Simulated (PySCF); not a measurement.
H₇FGe₂Si (SMILES F[SiH]([GeH3])[GeH3]), singlet, geometry from GFN2-xTB, atoms displaced at random by about 0.03 Å a coordinate. Base run: B3LYP/STO-3G, gradient run with PySCF.

Input for PySCF:
```python
from pyscf import gto, scf, dft

mol = gto.Mole()
mol.atom = '''
    Si    0.03451287   -0.31319979   -0.79007078
    F     0.06394742   -1.96496337   -0.79537844
    Ge   -1.98337030    0.25598677    0.17301346
    Ge    1.95849207    0.40991033    0.39372934
    H     0.14936490   -0.02970879   -2.18258354
    H    -2.80252153    1.16054438   -0.63817016
    H    -1.83537656    0.92019123    1.57758058
    H    -2.87560963   -0.94140929    0.50812848
    H     2.93684365   -0.68070680    0.60366576
    H     2.71879881    1.47275730   -0.37359000
    H     1.63471770    0.97954017    1.71701145
'''
mol.basis = 'sto-3g'
mol.verbose = 4
mol.build()

mf = dft.RKS(mol)
mf.xc = 'b3lyp'
mf.kernel()
g = mf.nuc_grad_method()
grad = g.kernel()
```

The coordinate followed is x of atom 5.

Variants of this job, named by their change:

```csv
change,dE/dx (Eh/bohr),net force (Eh/bohr)
base,0.001602,0.000088
grids.level = 5; grid_response = on,0.001602,0.000000
conv_tol = 1e-6,0.001603,0.000088
finite difference step (bohr) = 0.2; conv_tol = 1e-11,0.001727,-
grids.level = 1; grid_response = on,0.001607,0.000000
grid_response = on,0.001603,0.000000
finite difference step (bohr) = 1e-4; conv_tol = 1e-11,0.001603,-
finite difference step (bohr) = 1e-3; conv_tol = 1e-11,0.001603,-
conv_tol = 1e-4,0.001599,0.000088
conv_tol = 1e-11,0.001602,0.000088
density fitting = on; auxbasis_response = off,0.001593,0.002395
grids.level = 0; grid_response = off,0.001839,0.008992
```

The net force is zero for an exact gradient.
